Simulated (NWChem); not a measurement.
System meant: GeNH2I, singlet; SMILES [Ge]([I])[NH2]

NWChem input:

```
start job
memory heap 200 mb stack 900 mb global 1100 mb
geometry units angstroms noautoz
  Ge     0.424510     1.391586     0.000000
  I     -0.012296    -1.188520     0.000000
  N     -1.336697     1.904762     0.000000
  H     -2.144857     1.273674     0.000000
  H     -1.606725     2.893922     0.000000
end
basis spherical
  Ge library def2-svp
  I library def2-svp
  N library def2-svp
  H library def2-svp
end
dft
  xc xpbe96 cpbe96
  iterations 150
  mulliken
end
task dft energy
```

End of the output:

```
             Grid Information
             ----------------
          Grid used for XC integration:  medium
          Radial quadrature: Mura-Knowles
          Angular quadrature: Lebedev.
          Tag              B.-S. Rad. Rad. Pts. Rad. Cut. Ang. Pts.
          ---              ---------- --------- --------- ---------
          Ge                  1.25      112           9.0       590
          I                   1.40      123          11.0       590
          N                   0.65       49          10.0       434
          H                   0.35       45          12.0       434
          Grid pruning is: on
          Number of quadrature shells:   374
          Spatial weights used:  Erf1

          Convergence Information
          -----------------------
          Convergence aids based upon iterative change in
          total energy or number of iterations.
          Levelshifting, if invoked, occurs when the
          HOMO/LUMO gap drops below (HL_TOL):  1.00D-02
          DIIS, if invoked, will attempt to extrapolate
          using up to (NFOCK): 10 stored Fock matrices.

                    Damping( 0%)  Levelshifting(0.5)       DIIS
                  --------------- ------------------- ---------------
          dE  on:    start            ASAP                start
          dE off:    2 iters        150 iters           150 iters

      Screening Tolerance Information
      -------------------------------
          Density screening/tol_rho:  1.00D-10
          AO Gaussian exp screening on grid/accAOfunc:  14
          CD Gaussian exp screening on grid/accCDfunc:  20
          XC Gaussian exp screening on grid/accXCfunc:  20
          Schwarz screening/accCoul:  1.00D-08

      Superposition of Atomic Density Guess
      -------------------------------------

      charge =      53.0 I (Iodine)

      symmetry species            s     p     d     f
      number of basis functions =10     7     6
      number of cont. functions = 4     4     2
      number of closed shells   = 5     3     2
      number of open shells     = 0     1     0
      open shell occupation     = 0     5     0
 ------------------------------------------------------------------------
 atomscf:atomd: error in atom scf                   0
 ------------------------------------------------------------------------
 ------------------------------------------------------------------------
  current input line :
    21: task dft energy
 ------------------------------------------------------------------------
 ------------------------------------------------------------------------
 This error has not yet been assigned to a category
 ------------------------------------------------------------------------
 For more information see the NWChem manual at https://nwchemgit.github.io

0:atomscf:atomd: error in atom scf:Received an Error in Communication
```

### Question
What is wrong, and how is it mended?

### Answer
The program stopped with an error. Cause: the def2 basis of a heavy element holds valence functions alone and wants its effective core potential (without it all electrons must fit into that basis). This input runs:
```
start job
memory heap 200 mb stack 900 mb global 1100 mb
geometry units angstroms noautoz
  Ge     0.424510     1.391586     0.000000
  I     -0.012296    -1.188520     0.000000
  N     -1.336697     1.904762     0.000000
  H     -2.144857     1.273674     0.000000
  H     -1.606725     2.893922     0.000000
end
basis spherical
  Ge library def2-svp
  I library def2-svp
  N library def2-svp
  H library def2-svp
end
ecp
  I library def2-ecp
end
dft
  xc xpbe96 cpbe96
  iterations 150
  mulliken
end
task dft energy
```
It converges to -2430.02622 Ha (PBE/def2-SVP with def2 effective core potentials on I).
